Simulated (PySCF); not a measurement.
H$_{4}$Ge, charge -1, doublet, at the geometry of the source list (a state made from the parent by changing its charge; the spin is typed, not shown lowest) (a gas-phase anion, which may not be bound at this level); CASSCF(9,8)/STO-3G run with PySCF.

Input for PySCF:
```python
from pyscf import gto, scf, mcscf
import numpy

mol = gto.M(
    atom='''
Ge   -0.000100    0.000500    0.003800
H    -0.617300   -0.844500   -1.047400
H     0.543700   -0.864300    1.078700
H    -1.023700    0.914700    0.565000
H     1.097400    0.793700   -0.600100
''',
    basis='sto-3g',
    charge=-1,
    spin=1,
    verbose=4,
)

mf = scf.ROHF(mol)
mf.kernel()
mc = mcscf.CASSCF(mf, 8, 9)
mc.fix_spin_(ss=0.75)
mc.kernel()
occ = numpy.linalg.eigvalsh(mc.fcisolver.make_rdm1(mc.ci, mc.ncas, mc.nelecas))[::-1]
ss = mc.fcisolver.spin_square(mc.ci, mc.ncas, mc.nelecas)[0]
print('natural occupations', occ.round(4), ' <S^2>', round(ss, 4))
```

Question: Predict the main parts of the log of this PySCF run.

Answer: 
```
PySCF version 2.14.0

[INPUT] verbose = 4
[INPUT] num. atoms = 5
[INPUT] num. electrons = 37
[INPUT] charge = -1
[INPUT] spin (= nelec alpha-beta = 2S) = 1
[INPUT] symmetry False subgroup None
[INPUT] Mole.unit = angstrom
[INPUT] Symbol           X                Y                Z      unit          X                Y                Z       unit  Magmom
[...]
nuclear repulsion = 46.9887458596829
number of shells = 12
number of NR pGTOs = 66
number of NR cGTOs = 22
basis = sto-3g
ecp = {}

******** <class 'pyscf.scf.rohf.ROHF'> ********
method = ROHF
initial guess = minao
damping factor = 0
level_shift factor = 0
DIIS = <class 'pyscf.scf.diis.CDIIS'>
diis_start_cycle = 1
diis_space = 8
diis_damp = 0
SCF conv_tol = 1e-09
SCF conv_tol_grad = None
SCF max_cycles = 50
direct_scf = True
direct_scf_tol = 1e-13
num. doubly occ = 18  num. singly occ = 1
Set gradient conv threshold to 3.16228e-05
init E= -2051.14409023524
[...]
cycle= 1 E= -2053.48953504759  delta_E= -2.35  |g|=  0.4  |ddm|= 2.76
[...]
cycle= 2 E= -2053.55697499823  delta_E= -0.0674  |g|= 0.0306  |ddm|= 0.528
[...]
cycle= 3 E= -2053.55744682074  delta_E= -0.000472  |g|= 0.00748  |ddm|= 0.0738
[...]
cycle= 4 E= -2053.55757827931  delta_E= -0.000131  |g|= 0.00479  |ddm|= 0.0789
[...]
cycle= 5 E= -2053.55771227547  delta_E= -0.000134  |g|= 0.00543  |ddm|= 0.0847
[...]
cycle= 6 E= -2053.5572646082  delta_E= 0.000448  |g|= 0.00369  |ddm|= 0.365
[...]
cycle= 7 E= -2053.5571870082  delta_E= 7.76e-05  |g|= 0.00322  |ddm|= 0.152
[...]
cycle= 8 E= -2053.55721079196  delta_E= -2.38e-05  |g|= 0.00182  |ddm|= 0.0349
[...]
cycle= 9 E= -2053.55721009872  delta_E= 6.93e-07  |g|= 0.00105  |ddm|= 0.115
[...]
cycle= 10 E= -2053.55723453351  delta_E= -2.44e-05  |g|= 0.00116  |ddm|= 0.0951
[...]
cycle= 11 E= -2053.55727966399  delta_E= -4.51e-05  |g|= 0.000621  |ddm|= 0.214
[...]
cycle= 12 E= -2053.55728003178  delta_E= -3.68e-07  |g|= 0.000565  |ddm|= 0.00449
[...]
cycle= 13 E= -2053.55728204979  delta_E= -2.02e-06  |g|= 0.000105  |ddm|= 0.0476
[...]
cycle= 14 E= -2053.55728199734  delta_E= 5.25e-08  |g|= 3.57e-05  |ddm|= 0.00426
[...]
cycle= 15 E= -2053.55728200319  delta_E= -5.86e-09  |g|= 1.42e-05  |ddm|= 0.00441
[...]
cycle= 16 E= -2053.55728200355  delta_E= -3.56e-10  |g|= 8.46e-06  |ddm|= 0.000686
[...]
Extra cycle  E= -2053.557282004  delta_E= -4.52e-10  |g|= 5.4e-06  |ddm|= 0.000149
converged SCF energy = -2053.557282004

******** <class 'pyscf.mcscf.mc1step.CASSCF'> ********
CAS (5e+4e, 8o), ncore = 14, nvir = 0
max_cycle_macro = 50
max_cycle_micro = 4
conv_tol = 1e-07
conv_tol_grad = None
orbital rotation max_stepsize = 0.02
orbital rotation threshold for CI restart = 0.01
augmented hessian ah_max_cycle = 30
augmented hessian ah_conv_tol = 1e-12
augmented hessian ah_linear dependence = 1e-14
augmented hessian ah_level shift = 1e-08
augmented hessian ah_start_tol = 2.5
augmented hessian ah_start_cycle = 3
augmented hessian ah_grad_trust_region = 3
kf_trust_region = 3
kf_interval = 4
ci_response_space = 4
ci_grad_trust_region = 3
with_dep4 0
natorb = False
canonicalization = True
sorting_mo_energy = False
ao2mo_level = 2
internal_rotation = False
******** <class 'pyscf.fci.addons.SpinPenaltyFCISolver'> ********
max. cycles = 50
conv_tol = 1e-08
davidson only = True
linear dependence = 1e-12
level shift = 0.001
max iter space = 12
nroots = 1
pspace_size = 400
spin = None
CASCI E = -2053.59739706906  S^2 = 0.7500000
Set conv_tol_grad to 0.000316228
macro iter   1 ( 21 JK    4 micro), CASSCF E = -2053.59818260625  dE = -7.85537187e-04  S^2 = 0.7500000
               |grad[o]|=0.0368  |grad[c]|=0.0134  |ddm|=0.0139  |maxRot[o]|=0.0392
macro iter   2 ( 21 JK    4 micro), CASSCF E = -2053.59870459549  dE = -5.21989245e-04  S^2 = 0.7500000
               |grad[o]|=0.0252  |grad[c]|=0.0139  |ddm|=0.0143  |maxRot[o]|= 0.04
macro iter   3 ( 21 JK    4 micro), CASSCF E = -2053.59912192886  dE = -4.17333366e-04  S^2 = 0.7500000
               |grad[o]|=0.0212  |grad[c]|=0.0145  |ddm|=0.0147  |maxRot[o]|=0.0403
macro iter   4 ( 17 JK    4 micro), CASSCF E = -2053.60228745745  dE = -3.16552859e-03  S^2 = 0.7500000
               |grad[o]|=0.0193  |grad[c]|=0.0152  |ddm|=0.0153  |maxRot[o]|=0.0699
macro iter   5 (  7 JK    2 micro), CASSCF E = -2053.60498981983  dE = -2.70236238e-03  S^2 = 0.7500000
               |grad[o]|=0.0169  |grad[c]|=0.00238  |ddm|=0.0114  |maxRot[o]|=0.0699
macro iter   6 ( 21 JK    4 micro), CASSCF E = -2053.60575667747  dE = -7.66857642e-04  S^2 = 0.7500000
               |grad[o]|=0.0149  |grad[c]|=0.0129  |ddm|=0.00769  |maxRot[o]|=0.0396
macro iter   7 ( 21 JK    4 micro), CASSCF E = -2053.60640748404  dE = -6.50806577e-04  S^2 = 0.7500000
               |grad[o]|=0.0143  |grad[c]|=0.0117  |ddm|=0.00741  |maxRot[o]|=0.0337
macro iter   8 ( 21 JK    4 micro), CASSCF E = -2053.60698225962  dE = -5.74775573e-04  S^2 = 0.7500000
               |grad[o]|=0.0139  |grad[c]|=0.0114  |ddm|=0.00758  |maxRot[o]|=0.0335
macro iter   9 ( 21 JK    4 micro), CASSCF E = -2053.60748291571  dE = -5.00656093e-04  S^2 = 0.7500000
               |grad[o]|=0.0134  |grad[c]|=0.0114  |ddm|=0.0077  |maxRot[o]|=0.0319
macro iter  10 ( 21 JK    4 micro), CASSCF E = -2053.60796032992  dE = -4.77414213e-04  S^2 = 0.7500000
               |grad[o]|=0.0128  |grad[c]|=0.0115  |ddm|=0.00748  |maxRot[o]|=0.0294
macro iter  11 ( 21 JK    4 micro), CASSCF E = -2053.60807740844  dE = -1.17078512e-04  S^2 = 0.7500000
               |grad[o]|=0.0122  |grad[c]|=0.0141  |ddm|=0.0083  |maxRot[o]|=0.0346
macro iter  12 ( 21 JK    4 micro), CASSCF E = -2053.60850483900  dE = -4.27430560e-04  S^2 = 0.7500000
               |grad[o]|=0.012  |grad[c]|=0.0114  |ddm|=0.00762  |maxRot[o]|=0.0251
macro iter  13 ( 17 JK    4 micro), CASSCF E = -2053.60995663975  dE = -1.45180075e-03  S^2 = 0.7500000
               |grad[o]|=0.011  |grad[c]|=0.0123  |ddm|=0.00762  |maxRot[o]|=0.0699
[...]
macro iter  22 ( 21 JK    4 micro), CASSCF E = -2053.61166645289  dE =  4.88582100e-05  S^2 = 0.7500000
               |grad[o]|=0.00349  |grad[c]|=0.00862  |ddm|=0.000894  |maxRot[o]|=0.129
macro iter  23 ( 21 JK    4 micro), CASSCF E = -2053.61169930180  dE = -3.28489145e-05  S^2 = 0.7500000
               |grad[o]|=0.00374  |grad[c]|=0.00269  |ddm|=0.00024  |maxRot[o]|=0.0397
macro iter  24 ( 21 JK    4 micro), CASSCF E = -2053.61172899679  dE = -2.96949861e-05  S^2 = 0.7500000
               |grad[o]|=0.00318  |grad[c]|=0.00493  |ddm|=0.000344  |maxRot[o]|=0.0407
macro iter  25 ( 12 JK    3 micro), CASSCF E = -2053.61179392153  dE = -6.49247377e-05  S^2 = 0.7500000
               |grad[o]|=0.00267  |grad[c]|=0.0121  |ddm|=0.000638  |maxRot[o]|=0.0788
macro iter  26 ( 12 JK    3 micro), CASSCF E = -2053.61187237914  dE = -7.84576150e-05  S^2 = 0.7500000
               |grad[o]|=0.00242  |grad[c]|=0.0195  |ddm|=0.00118  |maxRot[o]|=0.0793
macro iter  27 ( 12 JK    3 micro), CASSCF E = -2053.61186355349  dE =  8.82565519e-06  S^2 = 0.7500000
               |grad[o]|=0.00224  |grad[c]|=0.014  |ddm|=0.000551  |maxRot[o]|=0.0507
macro iter  28 ( 21 JK    4 micro), CASSCF E = -2053.61193034328  dE = -6.67897943e-05  S^2 = 0.7500000
               |grad[o]|=0.0021  |grad[c]|=0.00219  |ddm|=0.000387  |maxRot[o]|=0.0445
macro iter  29 ( 21 JK    4 micro), CASSCF E = -2053.61209361889  dE = -1.63275605e-04  S^2 = 0.7500000
               |grad[o]|=0.00207  |grad[c]|=0.00462  |ddm|=0.000444  |maxRot[o]|=0.0729
macro iter  30 ( 21 JK    4 micro), CASSCF E = -2053.61200867925  dE =  8.49396374e-05  S^2 = 0.7500000
               |grad[o]|=0.00248  |grad[c]|=0.00662  |ddm|=0.000318  |maxRot[o]|=0.0893
macro iter  31 ( 23 JK    4 micro), CASSCF E = -2053.61210451908  dE = -9.58398300e-05  S^2 = 0.7500000
               |grad[o]|=0.00222  |grad[c]|=0.0016  |ddm|=0.000603  |maxRot[o]|=0.0436
macro iter  32 ( 21 JK    4 micro), CASSCF E = -2053.61233356055  dE = -2.29041470e-04  S^2 = 0.7500000
               |grad[o]|=0.00262  |grad[c]|=0.00437  |ddm|=0.000808  |maxRot[o]|=0.0733
macro iter  33 ( 21 JK    4 micro), CASSCF E = -2053.61236060250  dE = -2.70419500e-05  S^2 = 0.7500000
               |grad[o]|=0.00396  |grad[c]|=0.00385  |ddm|=0.000454  |maxRot[o]|=0.0844
macro iter  34 ( 21 JK    4 micro), CASSCF E = -2053.61225741048  dE =  1.03192023e-04  S^2 = 0.7500000
               |grad[o]|=0.00405  |grad[c]|=0.0086  |ddm|=0.000995  |maxRot[o]|=0.035
macro iter  35 ( 21 JK    4 micro), CASSCF E = -2053.61253022771  dE = -2.72817233e-04  S^2 = 0.7500000
               |grad[o]|=0.00355  |grad[c]|=0.00176  |ddm|=0.00108  |maxRot[o]|=0.0793
macro iter  36 ( 21 JK    4 micro), CASSCF E = -2053.61289575180  dE = -3.65524089e-04  S^2 = 0.7500000
               |grad[o]|=0.00491  |grad[c]|=0.00408  |ddm|=0.00194  |maxRot[o]|=0.0796
macro iter  37 ( 21 JK    4 micro), CASSCF E = -2053.61294701103  dE = -5.12592355e-05  S^2 = 0.7500000
               |grad[o]|=0.00699  |grad[c]|=0.00584  |ddm|=0.00181  |maxRot[o]|=0.036
macro iter  38 ( 21 JK    4 micro), CASSCF E = -2053.61298074558  dE = -3.37345477e-05  S^2 = 0.7500000
               |grad[o]|=0.00659  |grad[c]|=0.00688  |ddm|=0.0021  |maxRot[o]|=0.017
macro iter  39 ( 21 JK    4 micro), CASSCF E = -2053.61300431522  dE = -2.35696393e-05  S^2 = 0.7500000
               |grad[o]|=0.00612  |grad[c]|=0.00752  |ddm|=0.00243  |maxRot[o]|=0.0115
macro iter  40 ( 21 JK    4 micro), CASSCF E = -2053.61302437773  dE = -2.00625136e-05  S^2 = 0.7500000
               |grad[o]|=0.00565  |grad[c]|=0.00786  |ddm|=0.00249  |maxRot[o]|=0.0103
macro iter  41 ( 21 JK    4 micro), CASSCF E = -2053.61304193694  dE = -1.75592104e-05  S^2 = 0.7500000
               |grad[o]|=0.00523  |grad[c]|=0.00804  |ddm|=0.00255  |maxRot[o]|=0.0103
macro iter  42 ( 21 JK    4 micro), CASSCF E = -2053.61305694145  dE = -1.50045039e-05  S^2 = 0.7500000
               |grad[o]|=0.0049  |grad[c]|=0.00812  |ddm|=0.00258  |maxRot[o]|=0.0104
macro iter  43 ( 21 JK    4 micro), CASSCF E = -2053.61306950033  dE = -1.25588822e-05  S^2 = 0.7500000
               |grad[o]|=0.00464  |grad[c]|=0.00816  |ddm|=0.00259  |maxRot[o]|=0.0103
macro iter  44 ( 21 JK    4 micro), CASSCF E = -2053.61307986223  dE = -1.03619009e-05  S^2 = 0.7500000
               |grad[o]|=0.00444  |grad[c]|=0.00819  |ddm|=0.0026  |maxRot[o]|=0.0103
macro iter  45 ( 21 JK    4 micro), CASSCF E = -2053.61308832263  dE = -8.46039848e-06  S^2 = 0.7500000
               |grad[o]|=0.00428  |grad[c]|=0.0082  |ddm|=0.0026  |maxRot[o]|=0.0102
macro iter  46 ( 21 JK    4 micro), CASSCF E = -2053.61309510512  dE = -6.78248625e-06  S^2 = 0.7500000
               |grad[o]|=0.00414  |grad[c]|=0.0082  |ddm|=0.00267  |maxRot[o]|=0.0101
macro iter  47 ( 21 JK    4 micro), CASSCF E = -2053.61310047498  dE = -5.36986136e-06  S^2 = 0.7500000
               |grad[o]|=0.00406  |grad[c]|=0.0082  |ddm|=0.0027  |maxRot[o]|=0.00994
macro iter  48 ( 21 JK    4 micro), CASSCF E = -2053.61310461916  dE = -4.14417809e-06  S^2 = 0.7500000
               |grad[o]|=0.00399  |grad[c]|=0.00818  |ddm|=0.00276  |maxRot[o]|=0.00979
macro iter  49 ( 21 JK    4 micro), CASSCF E = -2053.61310764396  dE = -3.02480112e-06  S^2 = 0.7500000
               |grad[o]|=0.00396  |grad[c]|=0.00817  |ddm|=0.00279  |maxRot[o]|=0.00963
macro iter  50 ( 21 JK    4 micro), CASSCF E = -2053.61310963882  dE = -1.99485885e-06  S^2 = 0.7500000
               |grad[o]|=0.00394  |grad[c]|=0.00816  |ddm|=0.00281  |maxRot[o]|=0.00945
1-step CASSCF not converged,  50 macro (981 JK 193 micro) steps
CASSCF canonicalization
Density matrix diagonal elements [1.99724939 1.97584119 1.97206047 1.97092469 0.69888026 0.02994763
 0.01925822 0.33583815]
CASSCF energy = -2053.61310963882
CASCI E = -2053.61310963882  E(CI) = -14.4665302959593  S^2 = 0.7500000
natural occupations [1.9983 1.9777 1.9758 1.9757 0.999  0.0347 0.0197 0.0191]  <S^2> 0.75
```

The run did not converge; its last values are not results.
